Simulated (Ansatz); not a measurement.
C3H8BClO, SMILES `CCOB(C)Cl`. Charge 0, multiplicity 1.

Cartesian coordinates in Å:
```
C 1.1109 -0.0511 1.8516
C 1.1264 -0.7583 0.5188
O -0.1394 -0.6532 -0.1229
B -0.5029 0.3055 -0.9850
C -1.9342 0.3251 -1.6023
Cl 0.6555 1.5891 -1.4478
H 0.3164 -0.4445 2.4887
H 2.0658 -0.1954 2.3624
H 0.9535 1.0212 1.7188
H 1.3088 -1.8273 0.6474
H 1.9059 -0.3512 -0.1298
H -1.8814 0.2901 -2.6944
H -2.4444 1.2606 -1.3544
H -2.5411 -0.5105 -1.2511
```

(1) Give the diagnostics of a CCSD(T)/def2-TZVPP run (frozen core, the Gaussian-basis code of Ansatz). (Best estimate.)

Results:

(1) The calculation gave: T1 = 0.0114, largest single amplitude 0.026, largest double 0.017, (T) share of the correlation energy 3.8 %, 9 CCSD cycles. The RHF solution is stable towards an unrestricted one. T1 lies under the customary mark of 0.02 for closed shells.
